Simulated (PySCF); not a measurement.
## [Cr(OH)6]-: axial bond length scan

The complex [Cr(OH)6]- (charge -1) contains Cr(V), shell d1. The structure is a model geometry with rigid ligands and bond lengths from ionic radii, not a minimum; coordination octahedral, point group S6, metal–donor distances 1.82 Å.

The d shell alone is too small an active space for [Cr(OH)6]- (an active orbital has only 0.62 squared overlap with the free ion's shell): its levels, fitted parameters, g values and moments show what this model gives and aren't sound predictions.

```
13

Cr    0.0000    0.0000    0.0000
O     0.0000    0.0000    1.8200
H     0.8000    0.0000    2.3600
O     0.0000    0.0000   -1.8200
H    -0.8000    0.0000   -2.3600
O     1.8200    0.0000    0.0000
H     2.3600    0.8000    0.0000
O    -1.8200    0.0000    0.0000
H    -2.3600   -0.8000    0.0000
O     0.0000    1.8200    0.0000
H     0.0000    2.3600    0.8000
O     0.0000   -1.8200    0.0000
H     0.0000   -2.3600   -0.8000
```

Method (PySCF 2.14, density fitting): CASSCF(1,5) with orbitals averaged over all microstates of the shell, strongly contracted NEVPT2 on the averaged canonical orbitals; basis x2c-TZVPall on the metal, x2c-SVPall elsewhere; spin-free X2C; gas phase; spin-orbit coupling by state interaction with the mean-field operator over all roots.

The two bonds along z are scaled, the others stay.

```
axial bond length  group           ground  next state (NEVPT2) / cm⁻¹  orbital energies above the lowest (NEVPT2 fit) / cm⁻¹  μeff(300 K) / μB
          1.638 Å     Ci  2Ag (from 2T2g)        2Ag (from 2T2g) 1174                                0 1174 6887 32411 44266              1.68
          1.729 Å     Ci  2Ag (from 2T2g)         2Ag (from 2T2g) 528                                 0 528 3209 32564 37952              1.62
          1.820 Å     S6  2Eg (from 2T2g)         2Ag (from 2T2g) 806                                    0 0 806 32716 32716              1.57
          1.911 Å     Ci  2Ag (from 2T2g)        2Ag (from 2T2g) 2162                                0 2162 2741 30433 34839              1.69
          2.002 Å     Ci                ?                           ?                                                      ?                 ?
          2.184 Å     Ci  2Ag (from 2T2g)        2Ag (from 2T2g) 6235                                0 6235 6884 25073 38478              1.71
```

Problem. Fill in the row at 2.002 Å.

Solution. ground: 2Ag (from 2T2g); next state (NEVPT2) / cm⁻¹: 2Ag (from 2T2g) 4009; orbital energies above the lowest (NEVPT2 fit) / cm⁻¹: 0 4009 4534 28536 36534; μeff(300 K) / μB: 1.71.

At 1.820 Å the ground state is orbitally degenerate, so the regular structure would distort there (Jahn–Teller).

The geometry is a model, and the complex may not exist in this form. Charge-transfer states lie outside this active space and may come lower than some of these levels. NEVPT2 lifts 2Eg from 29132 to 32716 cm⁻¹; on the d shell alone it tends to overshoot states that fill the eg-type orbitals. NEVPT2 on the d shell alone tends to put d–d bands too high for such charged or covalently bound ions.
